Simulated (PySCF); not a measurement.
# Electronic absorption of C4H6N2O

C4H6N2O.
Cartesian coordinates in Å at the GFN2-xTB level; atoms count from 1:
```
atom  x, y, z in Å
C1     1.7955    0.6449   -0.2159
N2     1.3292   -0.2561   -0.9495
C3     0.3397   -1.1764   -0.4997
O4    -0.3072   -0.9088    0.7269
C5    -1.4461   -0.0845    0.6406
C6    -1.1744    1.2923    0.2621
N7    -0.9670    2.3741   -0.0417
H8     2.5503    1.2928   -0.6342
H9     1.4968    0.8294    0.8179
H10   -0.3942   -1.2797   -1.3138
H11    0.8406   -2.1440   -0.3692
H12   -2.1732   -0.4941   -0.0824
H13   -1.8943   -0.0894    1.6411
```

The calculation used TDDFT PBE0/def2-SVPD, vertical, gas phase, core orbitals frozen in the response (PySCF 2.14.0, density-fitted response routines).

Question: List the vertical singlet excitations with oscillator strengths and describe the spectrum.

Answer: 

```json
{"state": "S1", "E (eV)": "5.01", "λ (nm)": "247.2", "ν̃ (cm⁻¹)": "40450", "f": "0.0009", "|μ| (D)": "0.21", "main configurations (H = HOMO, L = LUMO)": "H→L (91%)"}
{"state": "S2", "E (eV)": "6.25", "λ (nm)": "198.3", "ν̃ (cm⁻¹)": "50430", "f": "0.0036", "|μ| (D)": "0.39", "main configurations (H = HOMO, L = LUMO)": "H→L+1 (90%)"}
{"state": "S3", "E (eV)": "7.07", "λ (nm)": "175.4", "ν̃ (cm⁻¹)": "57000", "f": "0.0021", "|μ| (D)": "0.28", "main configurations (H = HOMO, L = LUMO)": "H→L+2 (61%), H→L+3 (35%)"}
{"state": "S4", "E (eV)": "7.09", "λ (nm)": "174.9", "ν̃ (cm⁻¹)": "57170", "f": "0.0008", "|μ| (D)": "0.17", "main configurations (H = HOMO, L = LUMO)": "H-2→L (82%), H-2→L+1 (11%)"}
{"state": "S5", "E (eV)": "7.14", "λ (nm)": "173.7", "ν̃ (cm⁻¹)": "57580", "f": "0.0050", "|μ| (D)": "0.43", "main configurations (H = HOMO, L = LUMO)": "H→L+3 (59%), H→L+2 (34%)"}
{"state": "S6", "E (eV)": "7.33", "λ (nm)": "169.2", "ν̃ (cm⁻¹)": "59110", "f": "0.038", "|μ| (D)": "1.16", "main configurations (H = HOMO, L = LUMO)": "H-1→L (58%), H-1→L+1 (18%), H-2→L+1 (9%)"}
{"state": "S7", "E (eV)": "7.41", "λ (nm)": "167.2", "ν̃ (cm⁻¹)": "59800", "f": "0.0032", "|μ| (D)": "0.34", "main configurations (H = HOMO, L = LUMO)": "H-2→L+1 (38%), H-3→L (15%), H-2→L (14%)"}
{"state": "S8", "E (eV)": "7.65", "λ (nm)": "162.0", "ν̃ (cm⁻¹)": "61710", "f": "0.025", "|μ| (D)": "0.93", "main configurations (H = HOMO, L = LUMO)": "H-2→L+1 (29%), H-1→L+1 (22%), H-3→L+1 (18%)"}
```

Triplets (Tamm–Dancoff): T1 4.21 eV, H→L (84%), H→L+1 (10%); T2 4.95 eV, H-1→L (75%), H-1→L+1 (10%); T3 6.01 eV, H→L+1 (58%), H→L (8%).

The lowest singlet lies at 5.01 eV (247 nm, ultraviolet) and is very weak; its leading configuration is HOMO→LUMO (91%). The strongest level in the table is S6 at 7.33 eV (169 nm, f = 0.038). Löwdin shares by element: HOMO nitrogen 54% or more, carbon 21% or more, oxygen 11%; LUMO carbon 38% or more, nitrogen 27% or more, hydrogen 6% or more (atoms not listed hold the other 29%). The listed states span 2.64 eV, and the widest gap between neighbours is 1.24 eV (S1 to S2). Orbital energies (eV): HOMO-3 -9.91, HOMO-2 -9.12, HOMO-1 -8.92, HOMO -7.57, LUMO -0.61, LUMO+1 -0.10, LUMO+2 0.54. The oscillator strengths of these states sum to 0.078; summed over the whole spectrum of an exact calculation they would give the number of electrons, 52 (Thomas–Reiche–Kuhn). Only the lowest 8 singlets were computed, as vertical energies without vibronic structure.

Hardware: Arm Neoverse V1, one thread, no GPU, on a shared host. Cost: 26 s wall, 0.70 GiB resident at most.

One conformer stands for the species.
